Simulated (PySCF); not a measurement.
Pt: excitation energy

Pt [Xe] 4f14 5d9 6s1 (3D) → Pt [Xe] 4f14 5d9 6p1 (high-spin determinant), as a difference of total energies. Computed with PySCF 2.14 in x2c-TZVPPall (11s7p7d3f1g, 97 functions), with scalar relativity by spin-free X2C-1e. Correlated levels: valence: [Xe] 4f14 frozen. The calculations carry no spin-orbit coupling.

```csv
method,excitation energy (cm⁻¹)
UHF,32642
MP2 (valence),38359
SCS-MP2 (valence),37742
CCSD (valence),36543
CCSD(T) (valence),36209
```

A first-order spin-orbit estimate (lowest level to lowest level, LS coupling) adds 0.149 eV.

The basis was made for the ground configuration and has no added diffuse functions, so the excitation energy can come out too high.

The determinant of the upper state mixes LS terms, which raises its energy above the lowest term, most at the Hartree-Fock and MP2 levels.
